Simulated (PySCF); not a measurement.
From computed data to an observable: chemical shift, span and skew from a shielding tensor

C2H6BFO2, SMILES COB(F)OC. Atoms are numbered in the order given.

```xyz
12

B     -0.3069     0.0306     0.3249
F     -0.6823    -0.2855     1.5724
O      0.8787    -0.3993    -0.1783
C      1.7835    -1.1922     0.5657
H      1.3853    -1.4393     1.5618
H      1.9828    -2.1258     0.0166
H      2.7337    -0.6477     0.6845
O     -1.1478     0.7895    -0.4137
C     -0.8030     1.1505    -1.7363
H     -0.6689     0.2601    -2.3725
H     -1.6197     1.7631    -2.1446
H      0.1318     1.7345    -1.7617
```

Geometry: ωB97X-D3(BJ)/def2-SVP. One conformer was computed; it need not be the lowest.

GIAO shieldings from PBE0/pcSseg-1 (PySCF), non-relativistic, no solvent. The symmetric part of the tensor of C4 has the principal values 100.8, 109.6, 183.1 ppm. The same nucleus in TMS has σ = 186.3 ppm at this level (PySCF, at its B3LYP-D3(BJ)/def2-TZVP geometry).

Question: Work out the isotropic shielding, the ¹³C shift against TMS, the span and the skew.

Answer: 
σ(iso) = (σ11 + σ22 + σ33)/3 = 131.2 ppm. δ = σ(ref) − σ(iso) = 186.3 − (131.2) = 55.1 ppm.
Span Ω = σ33 − σ11 = 82.3 ppm. Skew κ = 3(σ(iso) − σ22)/Ω = 0.79. Tumbling in solution averages the tensor to δ; in a static solid the shielding alone would spread this spin-1/2 line over Ω.
